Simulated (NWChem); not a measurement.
System: GeBrCl, singlet; SMILES [Cl][Ge][Br]

Output (shortened):

```
             Northwest Computational Chemistry Package (NWChem) 7.3.0
             --------------------------------------------------------

 CS  symmetry detected

                             Geometry "geometry" -> ""
                             -------------------------

 Output coordinates in angstroms (scale by  1.889725989 to convert to a.u.)

  No.       Tag          Charge          X              Y              Z
 ---- ---------------- ---------- -------------- -------------- --------------
    1 Ge                  32.0000     0.77365550    -0.63287845     0.00000000
    2 Cl                  17.0000    -0.97208450    -1.89947782     0.00000000
    3 Br                  35.0000    -0.23518685     1.50123524     0.00000000

 Effective nuclear repulsion energy (a.u.)     475.0335131701

      Symmetry information
      --------------------

 Group name             Cs
 Group number              2
 Group order               2
 No. of unique centers     3

                                Z-matrix (autoz)
                                --------

 Units are Angstrom for bonds and degrees for angles

      Type          Name      I     J     K     L     M      Value
      ----------- --------  ----- ----- ----- ----- ----- ----------
    1 Stretch                  1     2                       2.15682
    2 Stretch                  1     3                       2.36055
    3 Bend                     2     1     3               100.66115

  xc_inp: hfexch multiplicative factor not found.

                           NWChem Geometry Optimization
                           ----------------------------

 maximum gradient threshold         (gmax) =   0.000450
 rms gradient threshold             (grms) =   0.000300
 maximum cartesian step threshold   (xmax) =   0.001800
 rms cartesian step threshold       (xrms) =   0.001200
 fixed trust radius                (trust) =   0.300000
 source of zmatrix                         =   autoz

          -------------------
          Energy Minimization
          -------------------

 Using diagonal initial Hessian
 Scaling for Hessian diagonals: bonds = 1.00  angles = 0.25  torsions = 0.10

          --------
          Step   0

                                 NWChem DFT Module
                                 -----------------

 Summary of "ao basis" -> "ao basis" (spherical)
 ------------------------------------------------------------------------------
       Tag                 Description            Shells   Functions and Types
 ---------------- ------------------------------  ------  ---------------------
 Ge                          6-31g*                 12       32   5s4p3d
 Cl                          6-31g*                  8       18   4s3p1d
 Br                          6-31g*                 12       32   5s4p3d

      Symmetry analysis of basis
      --------------------------

        a'         57
        a"         25

            General Information
            -------------------
          SCF calculation type: DFT
          Wavefunction type:  closed shell.
          No. of atoms     :     3
          No. of electrons :    84
           Alpha electrons :    42
            Beta electrons :    42
          Charge           :     0
          Spin multiplicity:     1
          Use of symmetry is: on ; symmetry adaption is: on
          Maximum number of iterations: 150
          AO basis - number of functions:    82
                     number of shells:    32
          Convergence on energy requested:  1.00D-06
          Convergence on density requested:  1.00D-05
          Convergence on gradient requested:  5.00D-04

              XC Information
              --------------
                     Hartree-Fock (Exact) Exchange  1.000

      Superposition of Atomic Density Guess
      -------------------------------------

 Sum of atomic energies:       -5106.55929772

      Non-variational initial energy
      ------------------------------

 Total energy =   -5106.849699
 1-e energy   =   -8059.039021
 2-e energy   =    2477.155809
 HOMO         =      -0.283768
 LUMO         =      -0.049704

      Symmetry analysis of molecular orbitals - initial
      -------------------------------------------------

  Numbering of irreducible representations:

     1 a'          2 a"

  Orbital symmetries:

     1 a'          2 a'          3 a'          4 a'          5 a'
     6 a'          7 a"          8 a'          9 a'         10 a'
    11 a"         12 a'         13 a'         14 a'         15 a'
    16 a"         17 a'         18 a'         19 a"         20 a'
    21 a'         22 a'         23 a"         24 a'         25 a'
    26 a"         27 a'         28 a"         29 a'         30 a'
    31 a"         32 a'         33 a"         34 a'         35 a'
    36 a'         37 a'         38 a'         39 a"         40 a"
    41 a'         42 a'         43 a"         44 a'         45 a'
    46 a'         47 a'         48 a"         49 a'         50 a'
    51 a'         52 a"

   convergence    iter        energy       DeltaE   RMS-Dens  Diis-err
 ---------------- ----- ----------------- --------- --------- ---------
 d= 0,ls=0.0,diis     1  -5106.7029521651 -5.58D+03  1.02D-02  2.12D-01
 d= 0,ls=0.0,diis     2  -5106.7382668499 -3.53D-02  2.79D-03  8.01D-02
 d= 0,ls=0.0,diis     3  -5106.7482406057 -9.97D-03  7.53D-04  1.97D-03
 d= 0,ls=0.0,diis     4  -5106.7487195091 -4.79D-04  5.89D-04  3.09D-04
 d= 0,ls=0.0,diis     5  -5106.7488731852 -1.54D-04  1.90D-04  2.69D-05
  Resetting Diis
 d= 0,ls=0.0,diis     6  -5106.7488883897 -1.52D-05  6.13D-05  3.12D-06
 d= 0,ls=0.0,diis     7  -5106.7488899950 -1.61D-06  1.08D-05  2.46D-07
 d= 0,ls=0.0,diis     8  -5106.7488901126 -1.18D-07  6.22D-06  6.18D-08

         Total DFT energy =    -5106.748890112573
      One electron energy =    -8059.057226172636
           Coulomb energy =     2671.943209045994
    Exchange-Corr. energy =     -194.668386156052
 Nuclear repulsion energy =      475.033513170119

 Numeric. integr. density =        0.000000000000

                  Occupations of the irreducible representations
                  ----------------------------------------------

                     irrep           alpha         beta
                     --------     --------     --------
                     a'               31.0         31.0
                     a"               11.0         11.0

                       DFT Final Molecular Orbital Analysis
                       ------------------------------------

[...]

      ----------------------
      Optimization converged
      ----------------------

  Step       Energy      Delta E   Gmax     Grms     Xrms     Xmax
  ---- ---------------- -------- -------- -------- -------- --------
@    4   -5106.74928140 -7.0D-07  0.00020  0.00013  0.00055  0.00115
                                     ok       ok       ok       ok

                                Z-matrix (autoz)
                                --------

 Units are Angstrom for bonds and degrees for angles

      Type          Name      I     J     K     L     M      Value     Gradient
      ----------- --------  ----- ----- ----- ----- ----- ---------- ----------
    1 Stretch                  1     2                       2.19531    0.00011
    2 Stretch                  1     3                       2.35620    0.00020
    3 Bend                     2     1     3               100.43771   -0.00001

                         Geometry "geometry" -> "geometry"
                         ---------------------------------

 Output coordinates in angstroms (scale by  1.889725989 to convert to a.u.)

  No.       Tag          Charge          X              Y              Z
 ---- ---------------- ---------- -------------- -------------- --------------
    1 Ge                  32.0000     0.78682412    -0.62058681     0.00000000
    2 Cl                  17.0000    -0.98711260    -1.91385646     0.00000000
    3 Br                  35.0000    -0.23332736     1.50332224     0.00000000

 Effective nuclear repulsion energy (a.u.)     472.6474011919

      Symmetry information
      --------------------

 Group name             Cs
 Group number              2
 Group order               2
 No. of unique centers     3

                Final and change from initial internal coordinates
                --------------------------------------------------

                                Z-matrix (autoz)
                                --------

 Units are Angstrom for bonds and degrees for angles

      Type          Name      I     J     K     L     M      Value       Change
      ----------- --------  ----- ----- ----- ----- ----- ---------- ----------
    1 Stretch                  1     2                       2.19531    0.03849
    2 Stretch                  1     3                       2.35620   -0.00435
    3 Bend                     2     1     3               100.43771   -0.22344

 ==============================================================================
                                internuclear distances
 ------------------------------------------------------------------------------
       center one      |      center two      | atomic units |  angstroms
 ------------------------------------------------------------------------------
    2 Cl               |   1 Ge               |     4.14854  |     2.19531
    3 Br               |   1 Ge               |     4.45258  |     2.35620
 ------------------------------------------------------------------------------
                         number of included internuclear distances:          2
 ==============================================================================
```

Level: Hartree-Fock/6-31G* (spherical d). Low-valent species are run as closed-shell singlets; no triplet was tried in these runs.

Reconstruct the input file.

This is not unique; one that fits is the input that was run:
```
start job
memory heap 200 mb stack 900 mb global 1100 mb
geometry units angstroms
  Ge     0.340927     0.327695     0.892997
  Cl     1.099422     1.812263    -0.475442
  Br    -0.797742    -1.101996    -0.600864
end
basis spherical
  * library 6-31g*
end
dft
  xc hfexch
  iterations 150
end
driver
  maxiter 150
  linopt 0
end
task dft optimize
```
